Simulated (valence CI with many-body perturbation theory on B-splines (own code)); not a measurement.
Ce XXVI: electric-dipole lines

Calculated by valence CI with perturbative core correlation (CI+MBPT): five valence electrons over a frozen Dirac-Fock core [Ar] 3d10, a basis of 11 s, 11 p, 10 d, 8 f, 5 g, 2 h functions for each j, with the one-electron correlation potential Σ1 (screened to all orders), the two-electron term Σ2, the three-electron term Σ3, Breit, model QED; selected single and double excitations, second order for the rest, scaled by the run's own slope (own B-spline code, finite nucleus).

No measured spectrum was set against this ion. As an estimate, levels hold to about 250 cm⁻¹ or 0.2 % of their energy and the worst to 1 %, as in measured heavy ions of charge 2 to 7; those with d or f electrons hold less well. Among the levels kept, up to 2100 cm⁻¹ of a level comes from second order outside the variational space, and about a tenth of that is noise between levels of different J, which matters for small intervals.

Lines 1 to 50 of 548 in falling wavelength, among levels below 267.49 eV, chosen from the strongest by gf and those to the six lowest levels. Wavelengths and rates use the calculated energies, so an error of 2000 cm⁻¹ moves a line at 329.0 Å by 0.66 % and its rate by three times that or more. Electric multipoles are in the length gauge, E1 and E2 with the static RPA response of the core. Weak lines are less certain than strong ones. Lines between different terms over intervals too small for the method are left out, as are lines whose strength nearly cancels. Where a level lies close to another of its J and parity, the split of strength between their lines is uncertain.

Levels are named by their leading jj configuration (3d3/2^4 stands for four electrons in 3d with j = 3/2), which in mixed levels can hold well under half, so a name can repeat and another be missing. Letters in brackets count levels of one name in rising energy.

```csv
λ vac (Å),Upper,Lower,A (s⁻¹),S (a.u.) with core polarisation,S without
329.0,(4s 4p1/2^2 4p3/2^2) J=3/2,(4s^2 4p3/2^3) J=3/2,1.22e+08,8.60e-03,9.28e-03
252.7,(4s^2 4p1/2^2 4d3/2) J=3/2,(4s^2 4p3/2^3) J=3/2,1.54e+08,4.90e-03,5.29e-03
225.8,(4s 4p1/2^2 4p3/2^2) J=5/2,(4s^2 4p1/2 4p3/2^2) J=5/2,2.17e+09,7.38e-02,7.97e-02
222.2,(4s 4p1/2^2 4p3/2 4d5/2) J=9/2,(4s^2 4p1/2 4p3/2 4d5/2) J=7/2 [a],3.04e+09,1.64e-01,1.78e-01
220.1,(4s 4p1/2 4p3/2^2 4d5/2) J=11/2,(4s^2 4p3/2^2 4d5/2) J=9/2,4.32e+09,2.73e-01,2.95e-01
220.1,(4s^2 4p1/2^2 4d5/2) J=5/2,(4s^2 4p3/2^3) J=3/2,2.96e+08,9.35e-03,1.01e-02
213.8,(4s 4p1/2 4p3/2^2 4d5/2) J=9/2 [c],(4s^2 4p3/2^2 4d5/2) J=7/2,2.52e+09,1.22e-01,1.32e-01
213.6,(4s 4p1/2 4p3/2^3) J=5/2,(4s^2 4p3/2^3) J=3/2,3.90e+09,1.13e-01,1.22e-01
211.7,(4s 4p1/2^2 4p3/2^2) J=5/2,(4s^2 4p1/2 4p3/2^2) J=3/2,4.30e+09,1.21e-01,1.31e-01
209.0,(4p1/2^2 4p3/2^3) J=3/2,(4s 4p1/2 4p3/2^3) J=3/2 [b],6.86e+09,1.24e-01,1.34e-01
205.2,(4s 4p1/2^2 4p3/2^2) J=1/2,(4s^2 4p1/2 4p3/2^2) J=1/2,7.06e+09,6.02e-02,6.49e-02
197.0,(4s 4p1/2 4p3/2^3) J=1/2,(4s^2 4p3/2^3) J=3/2,2.67e+09,2.02e-02,2.18e-02
194.4,(4s 4p1/2 4p3/2^3) J=3/2 [b],(4s^2 4p3/2^3) J=3/2,3.08e+09,4.47e-02,4.83e-02
194.2,(4s 4p1/2^2 4p3/2^2) J=3/2,(4s^2 4p1/2 4p3/2^2) J=5/2,5.71e+09,8.26e-02,8.90e-02
190.7,(4p1/2^2 4p3/2^3) J=3/2,(4s 4p1/2 4p3/2^3) J=5/2,1.17e+10,1.61e-01,1.73e-01
187.1,(4s 4p1/2 4p3/2^2 4d5/2) J=9/2 [d],(4s^2 4p3/2^2 4d5/2) J=9/2,4.29e+09,1.39e-01,1.50e-01
187.1,(4s 4p1/2^2 4p3/2 4d5/2) J=7/2 [b],(4s^2 4p1/2 4p3/2 4d5/2) J=9/2,5.79e+09,1.50e-01,1.62e-01
183.7,(4s 4p1/2^2 4p3/2^2) J=3/2,(4s^2 4p1/2 4p3/2^2) J=3/2,1.87e+09,2.29e-02,2.47e-02
180.9,(4s^2 4p1/2 4p3/2 4d3/2) J=5/2 [a],(4s^2 4p3/2^3) J=3/2,1.16e+08,2.04e-03,2.20e-03
175.2,(4s^2 4p1/2 4p3/2 4d3/2) J=1/2 [a],(4s^2 4p3/2^3) J=3/2,6.95e+08,3.69e-03,3.96e-03
170.0,(4s^2 4p1/2 4p3/2 4d3/2) J=3/2 [a],(4s^2 4p3/2^3) J=3/2,3.02e+09,2.93e-02,3.16e-02
164.8,(4s^2 4p1/2^2 4d3/2) J=3/2,(4s^2 4p1/2 4p3/2^2) J=5/2,2.10e+08,1.86e-03,2.00e-03
164.4,(4s 4p1/2 4p3/2^3) J=3/2 [a],(4s^2 4p1/2 4p3/2^2) J=1/2,6.56e+08,5.75e-03,6.20e-03
160.2,(4s 4p1/2 4p3/2^2 4d5/2) J=9/2 [a],(4s^2 4p1/2 4p3/2 4d5/2) J=7/2 [a],7.41e+09,1.50e-01,1.62e-01
157.8,(4s^2 4p1/2 4p3/2 4d5/2) J=5/2 [a],(4s^2 4p3/2^3) J=3/2,1.04e+09,1.22e-02,1.31e-02
157.2,(4s^2 4p1/2^2 4d3/2) J=3/2,(4s^2 4p1/2 4p3/2^2) J=3/2,2.63e+08,2.02e-03,2.20e-03
156.3,(4s 4p1/2 4p3/2^2 4d5/2) J=9/2 [a],(4s^2 4p1/2 4p3/2 4d3/2) J=7/2,4.68e+09,8.81e-02,9.53e-02
156.1,(4s 4p1/2 4p3/2^2 4d5/2) J=9/2 [b],(4s^2 4p1/2 4p3/2 4d5/2) J=7/2 [a],8.60e+09,1.61e-01,1.74e-01
155.7,(4s 4p1/2^2 4p3/2^2) J=5/2,(4s^2 4p1/2^2 4p3/2) J=3/2,6.88e+09,7.69e-02,8.30e-02
155.6,(4s^2 4p1/2 4p3/2 4d5/2) J=3/2 [a],(4s^2 4p3/2^3) J=3/2,8.73e+08,6.50e-03,7.03e-03
155.3,(4s 4p1/2 4p3/2^2 4d5/2) J=11/2,(4s^2 4p1/2 4p3/2 4d5/2) J=9/2,1.13e+10,2.51e-01,2.71e-01
154.9,(4s 4p1/2 4p3/2^2 4d5/2) J=9/2 [c],(4s^2 4p1/2 4p3/2 4d5/2) J=9/2,6.57e+09,1.20e-01,1.30e-01
154.8,(4s 4p1/2 4p3/2^3) J=3/2 [a],(4s^2 4p1/2 4p3/2^2) J=5/2,2.02e+09,1.48e-02,1.59e-02
153.9,(4s 4p1/2 4p3/2^2 4d3/2) J=7/2 [c],(4s^2 4p1/2 4p3/2 4d3/2) J=5/2 [b],7.77e+09,1.12e-01,1.21e-01
150.9,(4s 4p1/2 4p3/2^2 4d5/2) J=9/2 [d],(4s^2 4p1/2 4p3/2 4d5/2) J=7/2 [b],4.98e+09,8.45e-02,9.12e-02
150.3,(4s^2 4p1/2^2 4d5/2) J=5/2,(4s^2 4p1/2 4p3/2^2) J=5/2,3.83e+08,3.85e-03,4.18e-03
150.0,(4s 4p1/2^2 4p3/2 4d3/2) J=3/2 [b],(4s^2 4p1/2^2 4d3/2) J=3/2,1.44e+10,9.62e-02,1.04e-01
149.5,(4s^2 4p1/2 4p3/2 4d3/2) J=5/2 [b],(4s^2 4p3/2^3) J=3/2,5.85e+08,5.79e-03,6.26e-03
148.1,(4s 4p1/2 4p3/2^3) J=3/2 [a],(4s^2 4p1/2 4p3/2^2) J=3/2,2.83e+10,1.81e-01,1.95e-01
147.6,(4s^2 4p1/2 4p3/2 4d3/2) J=3/2 [b],(4s^2 4p3/2^3) J=3/2,2.31e+09,1.46e-02,1.58e-02
147.3,(4s 4p1/2 4p3/2^2 4d5/2) J=5/2 [e],(4s^2 4p1/2 4p3/2 4d5/2) J=3/2 [b],1.21e+10,1.14e-01,1.23e-01
147.3,(4s 4p1/2 4p3/2^2 4d5/2) J=3/2 [b],(4s^2 4p1/2 4p3/2 4d3/2) J=5/2 [b],1.52e+10,9.58e-02,1.03e-01
147.2,(4s 4p1/2 4p3/2^3) J=5/2,(4s^2 4p1/2 4p3/2^2) J=5/2,1.94e+10,1.83e-01,1.98e-01
146.8,(4s 4p1/2 4p3/2^3) J=1/2,(4s^2 4p1/2 4p3/2^2) J=1/2,1.63e+10,5.10e-02,5.50e-02
146.5,(4s 4p3/2^3 4d5/2) J=9/2,(4s^2 4p3/2^2 4d5/2) J=9/2,2.84e+10,4.40e-01,4.75e-01
146.2,(4s 4p3/2^3 4d3/2) J=3/2 [a],(4s^2 4p3/2^2 4d3/2) J=5/2,1.70e+10,1.05e-01,1.13e-01
145.4,(4s 4p1/2 4p3/2^3) J=3/2 [b],(4s^2 4p1/2 4p3/2^2) J=1/2,3.68e+09,2.23e-02,2.42e-02
145.2,(4p1/2^2 4p3/2^3) J=3/2,(4s 4p1/2^2 4p3/2^2) J=3/2,1.65e+10,9.95e-02,1.07e-01
144.4,(4s 4p1/2 4p3/2^2 4d5/2) J=3/2 [a],(4s^2 4p1/2 4p3/2 4d5/2) J=5/2 [a],1.50e+10,8.93e-02,9.63e-02
144.1,(4s 4p3/2^3 4d3/2) J=5/2 [a],(4s^2 4p3/2^2 4d3/2) J=5/2,1.29e+10,1.14e-01,1.23e-01
```
